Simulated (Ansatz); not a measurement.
Isolated molecules relaxed with PBE0-D4/def2-TZVP in Ansatz; ΔE leaves out vibrations. CBS: MP2 limit from def2 TZ/QZ plus the TZ coupled-cluster correction, frozen cores. This one scheme is used for every species. Functionals use def2-TZVPP. For Zn outer-core shells are correlated without core-valence functions, which leaves a few kJ/mol of doubt a bond. Scalar relativity is left out up to krypton. One conformer a species, not always the lowest.

Reaction (formal exchange of groups at the Al–Zn bond): `[F][Al]([F])[Zn][O][SiH3]` + hydrogen peroxide → `[OH][Al]([F])[F]` + `[OH][Zn][O][SiH3]`

| level | ΔE (kJ/mol) |
| --- | --- |
| PBE-D4 | -398.7 |
| CAM-B3LYP | -436.5 |

(1) What does CCSD(T)/CBS give? (Best estimate.)

Largest T1 diagnostic among the species: 0.016.

Answers

(1) Ansatz gave: -452.9 kJ/mol. The listed levels differ from it by 54.2, 16.4 kJ/mol.

Leaving LDA and LC-ωPBE aside and taking each functional with its dispersion term where it has one, the values, not all of them listed here, spread over 54.6 kJ/mol, from PBE-QIDH to revPBE-D4. LDA lies −15.4 kJ/mol from PBE without D4. From PBE to PBE0 (25 % exact exchange), in def2-TZVPP and without D4, ΔE moves by −19.0 kJ/mol. At CCSD(T), def2-SVP lies +36.7 kJ/mol from the extrapolated value and def2-TZVPP +6.0 kJ/mol.
